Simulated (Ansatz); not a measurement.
System: NbO₃, net charge 0, doublet state. The spin state was set by rule; other spins were not relaxed. 
Structure (B3LYP-D3(BJ)/def2-TZVP (Ansatz, a program for electronic structure) minimum search):
```xyz
4

Nb     0.0397    -0.2216    -0.2880
O     -0.0930    -1.6885     0.5902
O      0.6718     1.4083     0.5461
O     -0.7823     1.4161     0.3395
```
Charge 0, spin multiplicity 2.

Basis-set convergence of Hartree-Fock and MP2 correlation energies (hartree) with Ansatz. Valence correlation only, unless marked. Open shells are spin-unrestricted. Spin-orbit coupling is left out. The frozen core is the preceding noble-gas configuration, with the filled d and f shells of earlier blocks. Past Kr the def2 sets carry scalar-relativistic core potentials.

```tsv
basis	functions	E(HF)	E(corr, MP2)
def2-SVP	73	-280.68682	-0.72370
def2-TZVPP	149	(withheld)	(withheld)
```

Problem. Fill in the missing entries.

Solution. 
- def2-TZVPP, E(HF): -280.99957
- def2-TZVPP, E(corr, MP2): -0.89626
